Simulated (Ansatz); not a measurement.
`C[S][SnH2][CH3]` and `C[S][SnH3]` differ in one atom or group.

Ansatz, PBE0-D4/def2-TZVP geometries, multiplicity 1. Each molecule was computed in one conformer, which needn't be the lowest.

Elements past krypton have def2 core potentials.

```
                                                                                  property  `C[S][SnH2][CH3]`
                                                         LUMO energy (PBE/def2-TZVPP) / eV              -0.94
                                                       HOMO–LUMO gap (PBE/def2-TZVPP) / eV               4.43
ideal-gas entropy at 298 K and 1 bar (rigid rotor, harmonic PBE0-D4/def2-TZVP) / J/(mol·K)                385
                                        size of the dipole moment (ωB97M-V/def2-TZVPP) / D               1.98
                                                        HOMO energy (PBE0/def2-TZVPP) / eV              -6.57
                                                        LUMO energy (PBE0/def2-TZVPP) / eV              -0.09
```

Problem. What does the change do to each property? (An estimate is asked.)

Solution. Computed: 
```json
{"property": "LUMO energy (PBE/def2-TZVPP) / eV", "`C[S][SnH3]`": "-1.25", "shift": "-0.31"}
{"property": "HOMO–LUMO gap (PBE/def2-TZVPP) / eV", "`C[S][SnH3]`": "4.27", "shift": "-0.16"}
{"property": "ideal-gas entropy at 298 K and 1 bar (rigid rotor, harmonic PBE0-D4/def2-TZVP) / J/(mol·K)", "`C[S][SnH3]`": "340", "shift": "-45"}
{"property": "size of the dipole moment (ωB97M-V/def2-TZVPP) / D", "`C[S][SnH3]`": "1.45", "shift": "-0.53"}
{"property": "HOMO energy (PBE0/def2-TZVPP) / eV", "`C[S][SnH3]`": "-6.72", "shift": "-0.15"}
{"property": "LUMO energy (PBE0/def2-TZVPP) / eV", "`C[S][SnH3]`": "-0.43", "shift": "-0.34"}
```

With PBE0 the HOMO falls by 0.15 eV and the LUMO falls by 0.34 eV, so the gap narrows by about 0.19 eV. PBE moves the HOMO by -0.15 eV and ωB97M-V by -0.15 eV. The zero-point energy changes by -77.4 kJ/mol with -9 modes. Dipoles are sizes alone; their direction can turn. Modes under 60 cm⁻¹, often nearly free rotors, make the harmonic entropy too high.
